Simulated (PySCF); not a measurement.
Identify the compound

Molecular formula: C6H9N2PSi. Simulated spectra:

$^{1}$H NMR (400 MHz, computed): δ 9.06 (d, 1H), 9.04 (m, 1H), 8.67 (d, 1H), 8.12 (m, 1H), 7.50 (m, 1H), 5.79 (m, 2H), 1.06 (m, 2H).

$^{13}$C{$^{1}$H} NMR (computed): δ 182.2, 159.9, 155.1, 142.2, 131.1, 128.4.

[PySCF: shieldings: GIAO PBE0/pcSseg-1; geometry from GFN2-xTB; averaged over atoms made equivalent by symmetry, fast rotation or ring inversion; non-relativistic Hamiltonian; one conformer; in vacuum]

δ = σ(ref) − σ, references computed at the same level: $^{1}$H (31.72 ppm), $^{13}$C (186.93 ppm) against TMS.

Problem. Deduce the structure.

Solution. 
- 6 carbon signals for 6 carbons: no two carbons are equivalent.
- Carbon types of the structure: 1 × C, 5 × CH, leaving 4 H on heteroatoms.
- δC 182.2: C=N carbon.
- δC 159.9: substituted aromatic carbon next to a ring nitrogen.
- δC 155.1: aromatic CH next to a ring nitrogen; the adjacent pyridine-type nitrogen withdraws density from it.
- δC 142.2, 131.1, 128.4: aromatic CH.
- δH 9.06: hydrogen on an aromatic CH next to a ring nitrogen; ring current plus the neighbouring ring nitrogen.
- δH 9.04: hydrogen on a C=N carbon.
- δH 8.67, 8.12, 7.50: hydrogen on an aromatic CH; it sits in the deshielding region of the aromatic ring current.

These data were computed for `P[SiH2]/N=C/c1ccccn1`.

The data come from this structure; uniqueness wasn't tested.

Splittings by $^{31}$P in the carbon and heteronuclear signals aren't shown, as no couplings were computed. Shifts are as computed. Against solution values, carbons near 30 ppm lie about +3 ppm off and those near 130 ppm about +5 ppm. Of 1309 compounds with measured shifts, 239 miss one by over three times the rms of a fit or turn the order of signals round; such compounds aren't used in these exercises. No couplings were computed; multiplicities are counted from neighbouring protons, with m where these are inequivalent, close in shift, in a saturated or five-membered ring or joined by F or P, and br s for small geminal =CH2 splittings.
